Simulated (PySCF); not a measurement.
Electronic absorption of C6H10O2Si2

Species: C6H10O2Si2.
SMILES: `[SiH3]O[SiH2]OC1=CC=CC=C1`

Method: PySCF 2.14.0, density-fitted response routines, TDDFT CAM-B3LYP/def2-SVPD, vertical, gas phase, core orbitals frozen in the response. Isolated species at its PBE0-D3(BJ)/def2-SVP geometry (one conformer only). Torsions of this conformer, `[SiH3:1][O:2][SiH2:3][O:4][c:5]1[cH:6][cH:7][cH:8][cH:9][cH:10]1`: Si1–O2–Si3–O4 -17°, O2–Si3–O4–C5 180°, Si3–O4–C5–C6 180°.

```json
{"state": "S1", "E (eV)": "5.24", "E (kJ/mol)": "506", "λ (nm)": "236.6", "f": "0.021", "main configurations (H = HOMO, L = LUMO)": "H→L (75%), H-1→L+2 (23%)"}
{"state": "S2", "E (eV)": "5.98", "E (kJ/mol)": "577", "λ (nm)": "207.5", "f": "0.079", "main configurations (H = HOMO, L = LUMO)": "H→L+2 (72%), H-1→L (26%)"}
{"state": "S3", "E (eV)": "6.49", "E (kJ/mol)": "626", "λ (nm)": "191.0", "f": "0.0008", "main configurations (H = HOMO, L = LUMO)": "H→L+1 (63%), H→L+4 (13%)"}
{"state": "S4", "E (eV)": "6.58", "E (kJ/mol)": "635", "λ (nm)": "188.5", "f": "0.0019", "main configurations (H = HOMO, L = LUMO)": "H→L+3 (51%), H→L+5 (30%), H→L+1 (11%)"}
{"state": "S5", "E (eV)": "6.93", "E (kJ/mol)": "668", "λ (nm)": "179.0", "f": "0.827", "main configurations (H = HOMO, L = LUMO)": "H-1→L (70%), H→L+2 (25%)"}
{"state": "S6", "E (eV)": "6.95", "E (kJ/mol)": "670", "λ (nm)": "178.5", "f": "0.0055", "main configurations (H = HOMO, L = LUMO)": "H→L+4 (56%), H→L+6 (18%), H→L+1 (9%)"}
{"state": "S7", "E (eV)": "7.00", "E (kJ/mol)": "675", "λ (nm)": "177.2", "f": "0.404", "main configurations (H = HOMO, L = LUMO)": "H-1→L+2 (72%), H→L (22%)"}
{"state": "S8", "E (eV)": "7.20", "E (kJ/mol)": "695", "λ (nm)": "172.1", "f": "0.0094", "main configurations (H = HOMO, L = LUMO)": "H-1→L+3 (27%), H→L+6 (24%), H-1→L+5 (14%)"}
{"state": "S9", "E (eV)": "7.33", "E (kJ/mol)": "707", "λ (nm)": "169.2", "f": "0.013", "main configurations (H = HOMO, L = LUMO)": "H→L+6 (38%), H-1→L+3 (13%), H-1→L+5 (9%)"}
{"state": "S10", "E (eV)": "7.48", "E (kJ/mol)": "721", "λ (nm)": "165.9", "f": "0.015", "main configurations (H = HOMO, L = LUMO)": "H→L+7 (36%), H-1→L+1 (12%), H→L+5 (9%)"}
```

Triplets (Tamm–Dancoff): T1 4.03 eV, H→L+2 (59%), H-1→L (34%); T2 4.40 eV, H→L (94%); T3 4.74 eV, H-1→L (63%), H→L+2 (35%); T4 5.44 eV, H-1→L+2 (95%).

The lowest singlet lies at 5.24 eV (237 nm, ultraviolet) and is weak; its leading configuration is HOMO→LUMO (75%). The strongest level in the table is S5 at 6.93 eV (179 nm, f = 0.827). Löwdin shares by element: HOMO carbon 49% or more, oxygen 17% or more (atoms not listed hold the other 33%); LUMO carbon 72% or more (atoms not listed hold the other 28%). Orbital energies (eV): HOMO-3 -10.63, HOMO-2 -10.12, HOMO-1 -8.69, HOMO -7.93, LUMO 0.67, LUMO+1 0.84, LUMO+2 1.00. Of the 10 states listed, 6 reach f = 0.01 and none stays under 0.0005. Weighted by f, the mean energy of these states is 6.88 eV. All these states lie below the vertical ionisation energy of 8.55 eV (ΔSCF). The window holds the lowest 10 singlets.
